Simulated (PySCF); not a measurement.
Job for PySCF: R-HF/STO-3G on CH6InN (SMILES [CH3][InH][NH2]).

```python
from pyscf import gto, scf, dft, mp
from pyscf.data.elements import chemcore

mol = gto.M(
    atom='''
    C     1.60775561   -0.26018492    0.23327984
    In   -0.20905445    0.73979435   -0.38335067
    N    -1.91222844   -0.29061009    0.01568501
    H     1.37277062   -1.24938979    0.62286069
    H     2.10722559    0.31928728    1.00963218
    H     2.28946153   -0.35983056   -0.61093835
    H    -0.47595463    2.25644572   -1.15487629
    H    -1.93919602   -1.19104288    0.46693848
    H    -2.84077983    0.03553090   -0.19923089
    ''',
    basis='sto-3g',
    charge=0, spin=0, verbose=3, max_memory=1800)
mf = scf.RHF(mol)
mf.conv_tol = 1e-8
mf.max_cycle = 100
mf.kernel()
if not mf.converged:
    mf = mf.newton().run(mf.mo_coeff, mf.mo_occ)
```

Program output:

```
converged SCF energy = -5777.52402811162
```

The run converged.

Cost: very roughly 0.5 core-seconds.
